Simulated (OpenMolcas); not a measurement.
**Cu2+: effect of the metal basis**

Cu2+ with its 6 nearest fluoride ions at 2.118 Å, on the Ca site of CsCaF3 (a = 4.526 Å, distance in the model lattice 2.263 Å). The rest of the host is ab initio model potentials to 7.6 Å and point charges beyond; the distance is set by hand and nothing relaxes.

| Quantity | Value |
| --- | --- |
| Program | OpenMolcas 26.06 |
| Method | CASSCF |
| Spin-orbit coupling | state interaction with AMFI integrals over the reference wave functions |

Fixed: ligand basis ANO-RCC-VDZP, active space 9 electrons in 5 orbitals (3d), DKH2 Hamiltonian.

States (labels of O, the rotations of Oh). Energies in cm-1 above the lowest state or level, χT in cm3 K/mol; 10Dq is the gap between the two states.

| Run | Metal basis | Ground state | First state of that spin | 10Dq | First gap with spin-orbit (degeneracies) | χT at 300 K | Cost |
| --- | --- | --- | --- | --- | --- | --- | --- |
| A | ANO-RCC-VDZP | 2E | 2T2 4166 | 4166 | 3557 (4, 2) | 0.716 | roughly 8 core-seconds |
| B | ANO-RCC-VTZP | 2E | 2T2 4078 | 4078 | 3481 (4, 2) | 0.720 | roughly 15 core-seconds |

Against A, |10Dq| changes by -2.1 % in B.

Costs are those of the RASSCF and RASSI steps.

An orbital doublet at a regular site is open to a Jahn-Teller distortion, which this geometry leaves out. Ligand-to-metal charge-transfer states are missing. With metal d orbitals alone and no dynamic correlation 10Dq can be off by a tenth to a fifth, either way, in oxide and fluoride hosts. No measured value stands beside these numbers; the geometry was set by hand and not optimised.
